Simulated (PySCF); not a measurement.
Choosing a molecule for a target property.

Each SMILES stands for a single optimised conformer of the isolated species, non-relativistic unless stated. Electronic properties by PySCF.

The conformers computed, where there is a choice (atom-mapped SMILES and torsion angles):
- `[CH3:1][C:2](=[O:3])[Si@@H:4]([Cl:5])[C:6]1=[C:7]([Cl:8])[CH2:9][CH2:10]1`: C1–C2–Si4–Cl5 -45°, C2–Si4–C6–C7 18°
- `[CH3:1][CH2:2][P:3]1[C:4]([O:5][CH3:6])=[C:7]1[C:8]([F:9])([F:10])[F:11]`: C1–C2–P3–C4 73°, P3–C4–O5–C6 -177°, C4–C7–C8–F9 -23°
- `[CH3:1][C:2](=[S:3])[CH2:4][F:5]`: C1–C2–C4–F5 0°

Question: Wanted: smallest rotational constant between 0.5 GHz and 1 GHz (GFN2-xTB) and HOMO–LUMO gap above 5 eV (PBE0/pcSseg-1), at GFN2-xTB geometries. Which candidate meets both?
A. `Clc1ccc2cccn2c1`
B. `CCP1C(OC)=C1C(F)(F)F`
C. `C(F)C(C)=S`
D. `O=C([Si@H](C1CCC=1Cl)Cl)C`

Answer: B. Computed values:
| species | smallest rotational constant | HOMO–LUMO gap |
| --- | --- | --- |
| O=C([Si@H](C1CCC=1Cl)Cl)C | 0.464 GHz | 5.56 eV |
| CCP1C(OC)=C1C(F)(F)F | 0.532 GHz | 6.32 eV |
| Clc1ccc2cccn2c1 | 0.612 GHz | 4.69 eV |
| C(F)C(C)=S | 1.952 GHz | 4.43 eV |
